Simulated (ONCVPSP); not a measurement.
**How hard is this gallium (Ga) ONCV potential?**

Ga, optimised norm-conserving Vanderbilt (ONCV), made with ONCVPSP 4.0.1 (revPBE, scalar-relativistic). Core [Ar], reference 3d10 4s2 4p1. Waves: 4s: rc 2.00 bohr, ncon 4, nbas 9, qcut 3.9 1/bohr, 3 projectors, debl 3.1 Ha; 4p: rc 2.20 bohr, ncon 5, nbas 7, qcut 3.6 1/bohr, 3 projectors, debl 3.3 Ha; 3d: rc 1.40 bohr, ncon 4, nbas 9, qcut 12.4 1/bohr, 1 projector. Local part: polynomial inside 1.10 bohr (lpopt 5, dvloc0 4 Ha). Core correction: none.

Q: For each optimised wave give the share of its norm inside rc, the residual kinetic energy above qcut (Ha) and the cutoffs (Ha) for errors of 10, 1, 0.1 and 0.01 mHa per electron.

A:

```csv
wave,norm inside rc,residual KE,10 mHa,1 mHa,0.1 mHa,0.01 mHa
4s,0.403,2.9e-04,4.3,6.5,14.6,55.4
s projector 2,0.131,8.7e-03,7.5,13.0,47.1,73.4
s projector 3,0.138,3.0e-01,16.0,35.7,83.2,94.6
4p,0.218,5.3e-04,1.4,5.3,15.1,22.4
p projector 2,0.184,5.6e-02,8.8,18.2,30.2,39.5
p projector 3,0.117,2.9e-01,16.1,38.8,46.8,51.6
3d,0.901,4.5e-07,50.0,58.4,65.1,70.2
```

The occupied waves need 58 Ha and 65 Ha for 1 and 0.1 mHa. 1 of 4 tests not solved or not reliable.
